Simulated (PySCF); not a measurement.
All of these have the formula C8H14. Computed with TDDFT CAM-B3LYP/def2-SVPD, vertical, gas phase, core orbitals frozen in the response in PySCF 2.14.0, density-fitted response routines. Geometries: PBE0-D3(BJ)/def2-SVP; one conformer of each isolated species. Triplets are in the Tamm–Dancoff approximation.

A. `C=C/C=C/C(C)(C)C`
B. `C1CC[C@@H]2C[C@H]1CC2`
C. `C1CC2CCC1CC2`

Lowest singlet levels (six at most, fewer where fewer were computed) with oscillator strengths:

1. 8.13 eV (f 0.004); 8.20 eV (f 0.000); 8.38 eV (f 0.000); 8.56 eV (f 0.014); 8.73 eV (f 0.015); 8.81 eV (f 0.010); T1 7.92 eV
2. 7.75 eV (f 0.000 summed over 2 states); 7.89 eV (f 0.000); 8.44 eV (f 0.000); 8.64 eV (f 0.124 summed over 2 states); 8.72 eV (f 0.002 summed over 3 states) [of 10 roots; the last level is left out, as the window may have cut its degenerate partner]; T1 7.57 eV
3. 5.76 eV (f 0.906); 6.51 eV (f 0.000); 6.72 eV (f 0.001); 7.04 eV (f 0.045); 7.18 eV (f 0.001); 7.38 eV (f 0.002); T1 3.19 eV

Question: Which spectrum belongs to which structure?

Answer: 1 = B, 2 = C, 3 = A.
- A: S1 at 5.76 eV, HOMO→LUMO (98%); Löwdin shares by element: HOMO carbon 83% or more (atoms not listed hold the other 17%); LUMO carbon 78% or more (atoms not listed hold the other 22%); HOMO -7.70 and LUMO 0.45 eV; point group Cs, 1 of its 6 listed states under f = 0.0005.
- B: S1 at 8.13 eV, HOMO→LUMO (94%); Löwdin shares by element: HOMO carbon 48% or more (atoms not listed hold the other 52%); LUMO carbon 19% or more, hydrogen 6% or more (atoms not listed hold the other 76%); HOMO -9.60 and LUMO 1.29 eV; point group Cs, 2 of its 6 listed states under f = 0.0005.
- C: S1 at 7.75 eV, HOMO-1/HOMO→LUMO (≥96%); Löwdin shares by element: HOMO (one of a set within 0.03 eV) carbon 46% or more (atoms not listed hold the other 54%); LUMO carbon 24% or more (atoms not listed hold the other 76%); HOMO -9.32 and LUMO 1.24 eV.

A slash joins orbitals within 0.01 eV of each other, whose weights are summed (≥ marks a lower bound).
